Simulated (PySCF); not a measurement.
Compound: C₃H₈GaN.
SMILES with atom numbers: `[CH3:1][C:2]#[N+:3][GaH2-:4][CH3:5]` (hydrogens: H6, H7, H8 on C1; H9, H10 on Ga4; H11, H12, H13 on C5)
Bond orders are those of one Lewis drawing.

Computed by this run: PBE0-D3(BJ)/def2-SVP geometry optimisation, gas phase in PySCF; density fitting, grid level 1; the optimiser is geomeTRIC in internal coordinates, started from a GFN2-xTB structure with every atom displaced at random (about 0.01 Å).

Step 0: E = -57086.0819 eV
```
atom  x, y, z in Å  |  force x, y, z in eV/Å
C1      2.8581   -0.7426    0.0445   -0.662   1.570  -0.204
C2      1.5193   -0.2005    0.2266   -0.935   0.260   0.121
N3      0.4443    0.2157    0.3651    2.363  -1.002  -0.420
Ga4    -1.3136    1.0191    0.6949   -1.525  -0.362  -0.141
C5     -2.5184   -0.0879   -0.5141    0.338   0.754   0.911
H6      2.7709   -1.7434   -0.3102    0.083  -1.213  -0.343
H7      3.3766   -0.1181   -0.6991    0.057  -0.118  -0.020
H8      3.3954   -0.6819    0.9804    0.348  -0.138   0.555
H9     -0.9193    2.4531    0.3272    0.057   0.794  -0.355
H10    -1.3145    0.7717    2.2325   -0.177  -0.163   0.460
H11    -2.2219    0.0032   -1.5447    0.258   0.105  -0.868
H12    -3.5585    0.2297   -0.4415   -0.353   0.274   0.055
H13    -2.5125   -1.1348   -0.2506    0.147  -0.760   0.249
```

**Question.** Estimate the geometry and energy of step 1. (The exact step hangs on the optimiser's Hessian estimate; all steps are aligned on step 0, rigid shifts and turns removed.)

**Answer.** E = -57086.3097 eV, largest force 0.615 eV/Å
```
atom  x, y, z in Å  |  force x, y, z in eV/Å
C1      2.9148   -0.7687    0.0143   -0.085  -0.060  -0.033
C2      1.5848   -0.2337    0.2150    0.427  -0.165  -0.050
N3      0.5331    0.1964    0.3812   -0.557   0.248   0.083
Ga4    -1.4372    1.0716    0.7297   -0.013   0.131   0.121
C5     -2.5206   -0.0724   -0.5004    0.111  -0.019   0.008
H6      2.8436   -1.8091   -0.3442    0.065   0.101   0.079
H7      3.4437   -0.1638   -0.7338    0.037   0.010  -0.052
H8      3.4726   -0.7305    0.9610    0.004  -0.073  -0.013
H9     -1.0750    2.5808    0.3134   -0.047  -0.304  -0.015
H10    -1.4957    0.8113    2.3126    0.006  -0.038  -0.275
H11    -2.1946    0.0170   -1.5516   -0.003   0.030   0.097
H12    -3.5814    0.2238   -0.4635    0.002   0.067   0.024
H13    -2.4822   -1.1397   -0.2225    0.053   0.072   0.025
```

The energy changes by -0.2279 eV. The first-order estimate −F·Δx gives -0.5918 eV and the mean of the old and new forces, exact on a quadratic surface, -0.2655 eV. The step makes an angle of 70° with the force vector and moves no atom by more than 0.202 Å.

The cost below is that of the whole optimisation. On one thread of an Arm Neoverse V2, shared host, this took 41 s wall and 0.53 GiB of memory at its peak.
